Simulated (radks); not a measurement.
Values are calculated unless marked as measured or tabulated.
Yb+, 69 electrons, occupied as [Xe] 4f14 6s1. Level of theory: scalar-relativistic Kohn-Sham, exchange-only LDA, spin-polarised, spherical densities, point nucleus; open shells are filled with parallel spins first (spin-orbit coupling, left out, can overturn this in heavy ions) (a radial shooting solver on a logarithmic mesh with Libxc functionals). Some entries of the table are withheld. Estimate them.

orbital  occ.  eigenvalue (hartree)  <r> (bohr)  <r^2> (bohr^2)
1s up       1             -2248.909     0.01967       0.0005304
1s down     1             -2248.908     0.01967       0.0005304
2s up       1             -381.2067     0.08338        0.008219
2s down     1             -381.2065     0.08338        0.008219
2p up       3             -336.1139     0.07417        0.006718
2p down     3             -336.1137     0.07417        0.006718
3s down     1             -86.04785      0.2169         0.05379
3s up       1             -86.04732      0.2169         0.05379
3p down     3             -72.45747      0.2164         0.05428
3p up       3             -72.45694      0.2164         0.05428
3d down     5             -55.88293      0.1962         0.04514
3d up       5             -55.88256      0.1962         0.04514
4s down     1             -17.05964      0.4882          0.2692
4s up       1             -17.05860      0.4882          0.2692
4p down     3             -12.59688      0.5186          0.3062
4p up       3             -12.59594      0.5186          0.3062
4d down     5              -6.72404      0.5604          0.3650
4d up       5              -6.72327      0.5604          0.3650
5s up       1              -2.22357       1.209           1.651
5s down     1              -2.22147       1.207           1.645
5p up       3              -1.21541       1.456           2.428
5p down     3              -1.20926       1.446           2.387
6s up       1              -0.33886         (1)           14.24
4f up       7              -0.31258      0.7949             (2)
4f down     7              -0.31157      0.7841             (3)
6s down     0              -0.27577         (4)           14.26

Answer. 
(1) 6s up <r> (bohr): 3.557
(2) 4f up <r^2> (bohr^2): 0.8941
(3) 4f down <r^2> (bohr^2): 0.8528
(4) 6s down <r> (bohr): 3.540
